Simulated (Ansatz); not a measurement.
The same path of a periodic cell of 63 atoms, GaSi62 (host Si, host structure diamond, dopant Ga, one Si atom removed), cell charge +2 was run twice with different band settings. Lost on the way: Ga24–Si25, Ga24–Si43, Ga24–Si61. Made: Si21–Ga24, Si22–Ga24, Ga24–Si46.

Theory: Ansatz 0.2.0, DFT PBE-D3(BJ), scalar-relativistic, plane waves, PAW. Settings: PAW set soft_1, cutoff 420 eV, k mesh 1x1x1, gaussian smearing 0.02 eV, spin collinear.

Relaxed end points:

```xyz
63
Lattice="10.8600 0.0000 0.0000 0.0000 10.8600 0.0000 0.0000 0.0000 10.8600" Properties=species:S:1:pos:R:3
Si 5.417 -0.009 0.026
Si 6.788 1.359 1.357
Si 8.155 2.729 0.027
Si 9.506 4.085 1.367
Si 8.158 -0.012 2.718
Si 9.486 1.344 4.094
Si -0.007 0.006 -0.009
Si 1.371 1.349 1.368
Si 2.732 2.723 -0.004
Si 4.080 4.066 1.362
Si 5.423 5.415 -0.004
Si 6.797 6.776 1.368
Si 8.140 8.154 -0.010
Si 9.501 9.505 1.344
Si 2.737 -0.007 2.734
Si 4.112 1.355 4.110
Si 5.442 2.704 2.725
Si 6.791 4.034 4.109
Si 8.154 5.409 2.735
Si 9.506 6.776 4.059
Si 5.488 0.035 5.486
Si 8.113 2.660 5.485
Si 9.486 4.050 6.800
Ga 8.174 -0.027 8.172
Si 9.519 1.436 9.516
Si 0.003 5.434 0.000
Si 1.359 6.787 1.356
Si 2.712 8.143 0.001
Si 4.061 9.500 1.367
Si -0.001 2.723 2.729
Si 1.364 4.067 4.077
Si 2.722 5.425 2.719
Si 4.080 6.783 4.077
Si 5.424 8.148 2.729
Si 6.802 9.521 4.095
Si 0.029 -0.009 5.415
Si 1.361 1.358 6.785
Si 2.728 2.705 5.439
Si 4.112 4.034 6.789
Si 5.441 5.418 5.439
Si 6.788 6.785 6.785
Si 8.155 8.117 5.415
Si 9.519 9.488 6.708
Si 2.720 -0.012 8.156
Si 4.096 1.344 9.483
Si 5.489 2.658 8.109
Si 6.802 4.050 9.483
Si 8.158 5.426 8.156
Si 9.501 6.800 9.499
Si 0.003 8.143 2.709
Si 1.370 9.500 4.058
Si -0.001 5.415 5.421
Si 1.371 6.776 6.794
Si 2.732 8.148 5.420
Si 4.096 9.521 6.800
Si 0.030 2.728 8.152
Si 1.370 4.086 9.503
Si 2.737 5.409 8.151
Si 4.061 6.777 9.504
Si 5.418 8.117 8.152
Si 6.711 9.488 9.516
Si -0.007 8.153 8.137
Si 1.346 9.505 9.499
```

```xyz
63
Lattice="10.8600 0.0000 0.0000 0.0000 10.8600 0.0000 0.0000 0.0000 10.8600" Properties=species:S:1:pos:R:3
Si 5.451 0.010 -0.016
Si 6.780 1.365 1.359
Si 8.135 2.694 -0.016
Si 9.517 4.065 1.348
Si 8.151 -0.006 2.718
Si 9.521 1.363 4.048
Si -0.031 -0.002 -0.031
Si 1.344 1.359 1.344
Si 2.709 2.712 0.020
Si 4.076 4.069 1.368
Si 5.433 5.436 0.020
Si 6.786 6.801 1.344
Si 8.147 8.176 -0.031
Si 9.496 9.509 1.351
Si 2.711 0.001 2.711
Si 4.087 1.346 4.087
Si 5.438 2.707 2.733
Si 6.799 4.058 4.087
Si 8.144 5.434 2.711
Si 9.517 6.797 4.080
Si 5.422 -0.084 5.422
Si 8.229 2.723 5.422
Si 9.521 4.097 6.782
Ga 6.764 1.381 6.764
Si 9.460 1.329 9.460
Si -0.001 5.431 -0.001
Si 1.357 6.788 1.357
Si 2.714 8.146 -0.001
Si 4.080 9.488 1.348
Si 0.020 2.712 2.709
Si 1.368 4.069 4.076
Si 2.720 5.425 2.720
Si 4.076 6.777 4.076
Si 5.433 8.125 2.709
Si 6.782 9.484 4.048
Si -0.016 0.010 5.451
Si 1.359 1.365 6.780
Si 2.733 2.707 5.438
Si 4.087 4.058 6.799
Si 5.438 5.412 5.438
Si 6.780 6.786 6.780
Si 8.135 8.161 5.451
Si 9.460 9.545 6.816
Si 2.718 -0.006 8.151
Si 4.048 1.363 9.521
Si 5.422 2.723 8.229
Si 6.782 4.097 9.521
Si 8.151 5.427 8.151
Si 9.496 6.794 9.496
Si -0.001 8.146 2.714
Si 1.348 9.488 4.080
Si 0.020 5.436 5.433
Si 1.344 6.801 6.786
Si 2.709 8.125 5.433
Si 4.048 9.484 6.782
Si -0.016 2.694 8.135
Si 1.348 4.065 9.517
Si 2.711 5.434 8.144
Si 4.080 6.797 9.517
Si 5.451 8.161 8.135
Si 6.816 9.545 9.460
Si -0.031 8.176 8.147
Si 1.351 9.509 9.496
```

Common settings: climbing image yes; spring 5.0 eV/Å²; optimiser quadratic models (default); force threshold 0.05 eV/Å; end points relaxed.

| run | movable images | start path | iteration limit |
| --- | --- | --- | --- |
| 1 | 5 | straight line | 29 |
| 2 | 3 | default | 10 |

Problem. What does each run give, and how far can it be trusted?

Solution. Run 1: converged after 9 iterations, highest image 0.312 eV above the first end. By the program's own check the climbing image is a first-order saddle point (lowest curvatures found: -2.41 and 0.69 eV/Å²).
Run 2: converged after 5 iterations, highest image 0.322 eV above the first end. The order of the stationary point at the top wasn't checked.
Limits of this set-up: coarse k mesh, charged cell in a uniform background, uncorrected.
